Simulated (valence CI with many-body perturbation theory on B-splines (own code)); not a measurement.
**Forbidden lines of Tc2+**

Level of theory: configuration interaction combined with many-body perturbation theory (CI+MBPT): five valence electrons over a frozen Dirac-Fock core [Kr], a basis of 7 s, 7 p, 8 d, 6 f, 4 g, 1 h functions for each j, with the one-electron correlation potential Σ1, the two-electron term Σ2, the three-electron term Σ3, Breit, model QED; selected CI, second order for the rest, scaled by the run's own slope (own B-spline code, finite nucleus).

No measured spectrum was set against this ion. As an estimate, terms of the open shell hold to 2 to 4 % of their energy, and close levels can change places; different configurations can be misplaced against each other by 1,000 to 8,000 cm⁻¹. Core correlation moves these levels by up to 14000 cm⁻¹, and in measured spectra 5 to 20 % of such shifts remained as error; rates that hang on mixing are uncertain with them. Among the levels kept, up to 2200 cm⁻¹ of a level comes from second order outside the variational space, and about a tenth of that is noise between levels of different J, which matters for small intervals. Only levels of the ground parity were solved; by the run's estimate the other parity begins above the list, which can be wrong where configurations are misplaced.

Lines 51 to 100 of 118 in falling wavelength, among levels below 7.873 eV, chosen from the decays that carry over 1 % of a level's rate. Wavelengths and rates use the calculated energies, so an error of 2000 cm⁻¹ moves a line at 1123 nm by 22 % and its rate by three times that or more. Electric multipoles are in the length gauge, E1 and E2 with the static RPA response of the core. S is in atomic units (e²a₀⁴ for E2 and M2, e²a₀⁶ for E3), for M1 in squared Bohr magnetons. Weak lines are less certain than strong ones. Lines between different terms over intervals too small for the method are left out, as are lines whose strength nearly cancels. Where a level lies close to another of its J and parity, the split of strength between their lines is uncertain.

Names give the largest LS component (configuration and term), which can be under half, so a name can repeat, a term be missing and a line seem to break the LS rules; names also repeat where a configuration has a term twice. Letters in brackets count levels of one name in rising energy.

```
λ vac (nm)           Upper        Lower  Type   A (s⁻¹)  S (a.u.)
      1123     4d5 2I_13/2  4d5 4G_11/2    E2  3.15e-05  7.03e-02
      1105      4d5 4F_5/2   4d5 4D_7/2    M1  1.91e-02  5.74e-03
      1084  4d5 2D_3/2 [a]   4d5 4P_3/2    M1  4.63e-01  8.74e-02
      1076      4d5 4F_3/2   4d5 4D_1/2    M1  2.21e-01  4.09e-02
      1056  4d5 2F_7/2 [a]   4d5 4D_7/2    M1  4.48e-01  1.56e-01
      1052  4d5 2D_3/2 [a]   4d5 4P_5/2    M1  1.21e-01  2.09e-02
     984.0  4d5 2F_5/2 [a]   4d5 4D_5/2    M1  3.62e-01  7.68e-02
     980.8  4d5 2F_5/2 [a]   4d5 4D_3/2    M1  1.56e-01  3.28e-02
     948.5      4d5 4F_7/2   4d5 4P_5/2    M1  1.96e-02  4.97e-03
     936.7      4d5 2H_9/2   4d5 4D_7/2    M1  6.27e-02  1.91e-02
     929.6  4d5 2G_7/2 [a]   4d5 4D_5/2    M1  2.05e-02  4.89e-03
     913.4      4d5 4F_5/2   4d5 4P_5/2    M1  2.08e-02  3.53e-03
     911.6  4d5 2D_5/2 [a]   4d5 4G_7/2    M1  4.55e-01  7.67e-02
     897.9  4d5 2D_5/2 [a]   4d5 4G_5/2    M1  5.13e-01  8.26e-02
     860.6  4d5 2G_7/2 [a]   4d5 4D_7/2    M1  9.50e-03  1.80e-03
     852.1  4d5 2D_3/2 [a]   4d5 4G_7/2    E2  9.52e-03  1.53e+00
     840.2  4d5 2D_3/2 [a]   4d5 4G_5/2    M1  1.76e-01  1.55e-02
     840.2  4d5 2D_3/2 [a]   4d5 4G_5/2    E2  2.58e-02  3.85e+00
     790.2      4d5 4F_7/2   4d5 4G_9/2    M1  1.71e-01  2.50e-02
     790.2      4d5 4F_7/2   4d5 4G_9/2    E2  4.87e-02  1.07e+01
     789.9      4d5 4F_9/2   4d5 4G_9/2    M1  6.07e-02  1.11e-02
     789.9      4d5 4F_9/2   4d5 4G_9/2    E2  2.00e-02  5.50e+00
     789.3      4d5 4F_7/2  4d5 4G_11/2    E2  1.57e-02  3.44e+00
     788.9      4d5 4F_9/2  4d5 4G_11/2    M1  2.37e-01  4.32e-02
     788.9      4d5 4F_9/2  4d5 4G_11/2    E2  9.18e-02  2.50e+01
     785.8  4d5 2G_9/2 [a]   4d5 4D_7/2    M1  5.51e-02  9.90e-03
     783.2      4d5 4F_7/2   4d5 4G_7/2    E2  2.63e-02  5.54e+00
     783.2      4d5 4F_7/2   4d5 4G_7/2    M1  2.03e-02  2.90e-03
     782.8      4d5 4F_9/2   4d5 4G_7/2    M1  5.11e-02  9.08e-03
     773.5  4d5 2F_5/2 [a]   4d5 4P_5/2    M1  9.57e-02  9.85e-03
     765.7      4d5 4F_5/2   4d5 4G_9/2    E2  3.95e-02  5.56e+00
     759.0      4d5 4F_5/2   4d5 4G_7/2    M1  2.54e-01  2.47e-02
     759.0      4d5 4F_5/2   4d5 4G_7/2    E2  6.46e-02  8.73e+00
     749.5      4d5 4F_5/2   4d5 4G_5/2    E2  4.55e-02  5.76e+00
     749.5      4d5 4F_5/2   4d5 4G_5/2    M1  2.12e-02  1.99e-03
     741.4  4d5 2F_7/2 [a]   4d5 4G_9/2    M1  1.03e+00  1.24e-01
     741.4  4d5 2F_7/2 [a]   4d5 4G_9/2    E2  2.40e-02  3.84e+00
     739.6  4d5 2G_7/2 [a]   4d5 4P_5/2    M1  4.76e-03  5.71e-04
     735.2  4d5 2F_7/2 [a]   4d5 4G_7/2    M1  3.83e-01  4.51e-02
     726.3  4d5 2F_7/2 [a]   4d5 4G_5/2    M1  4.83e-02  5.49e-03
     721.6      4d5 4F_3/2   4d5 4G_7/2    E2  4.18e-02  2.92e+00
     713.0      4d5 4F_3/2   4d5 4G_5/2    M1  1.71e-01  9.17e-03
     713.0      4d5 4F_3/2   4d5 4G_5/2    E2  9.40e-02  6.19e+00
     680.7      4d5 2H_9/2   4d5 4G_9/2    M1  4.26e-01  4.98e-02
     680.0      4d5 2H_9/2  4d5 4G_11/2    M1  9.23e-02  1.08e-02
     680.0      4d5 2H_9/2  4d5 4G_11/2    E2  2.67e-02  3.47e+00
     675.5      4d5 2H_9/2   4d5 4G_7/2    M1  2.25e-01  2.57e-02
     659.9  4d5 2F_5/2 [a]   4d5 4G_7/2    M1  5.71e-01  3.65e-02
     652.7  4d5 2F_5/2 [a]   4d5 4G_5/2    M1  4.04e-01  2.50e-02
     639.7  4d5 2G_7/2 [a]   4d5 4G_9/2    M1  6.11e-02  4.75e-03
```
